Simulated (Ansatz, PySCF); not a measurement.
This PySCF input computes a PBE/def2-TZVPD energy:

```python
from pyscf import gto, scf, dft

mol = gto.M(
    atom='''
    O    -0.18914202    0.27779789   -0.65357083
    Sn   -1.49596526   -1.05874343   -0.00980476
    H    -2.90090272   -0.72392211   -0.97759828
    H    -1.79973772   -0.66398593    1.66524667
    Sn    1.50461156    0.97291431    0.08479178
    H     1.44914418    2.66041891   -0.17501488
    H     2.77278973    0.22331595   -0.78534285
    H     1.55952768    0.57324655    1.75192447
    ''',
    basis='def2-tzvpd',
    ecp='def2-tzvp',
    charge=0,
    spin=1,
    verbose=4,
)

mf = dft.UKS(mol, xc='pbe').density_fit(auxbasis='def2-universal-jkfit')
mf.grids.level = 3
mf.conv_tol = 1e-9
mf.max_cycle = 100
mf.max_memory = 1500
mf.kernel()
if not mf.converged:
    mf = mf.newton()
    mf.kernel(mf.make_rdm1())
for _ in range(2):
    mo, _, stable, _ = mf.stability(return_status=True)
    if stable:
        break
    mf.kernel(mf.make_rdm1(mo, mf.mo_occ))
mf.analyze()
```

Problem. Write an input for the same energy in Ansatz (a quantum-chemistry and plane-wave program) and say what it gives.

Solution. 
Ansatz 0.2 input:
```yaml
crystal:
  periodic: [false, false, false]
  atoms:
    - {symbol: O, position_ang: [-0.18914202, 0.27779789, -0.65357083]}
    - {symbol: Sn, position_ang: [-1.49596526, -1.05874343, -0.00980476]}
    - {symbol: H, position_ang: [-2.90090272, -0.72392211, -0.97759828]}
    - {symbol: H, position_ang: [-1.79973772, -0.66398593, 1.66524667]}
    - {symbol: Sn, position_ang: [1.50461156, 0.97291431, 0.08479178]}
    - {symbol: H, position_ang: [1.44914418, 2.66041891, -0.17501488]}
    - {symbol: H, position_ang: [2.77278973, 0.22331595, -0.78534285]}
    - {symbol: H, position_ang: [1.55952768, 0.57324655, 1.75192447]}
basis:
  gaussian:
    orbitals: def2-TZVPD
hamiltonian:
  xc: {name: PBE}
magnetization: {spin_polarized: true, initial_magnetization: 1}
output: {forces: true}
```
It gives -506.72585 Eh, and PySCF -506.72591 Eh, a difference of 0.06 mEh, from the treatment of integrals and grids.

It need not be the lowest isomer of its formula.
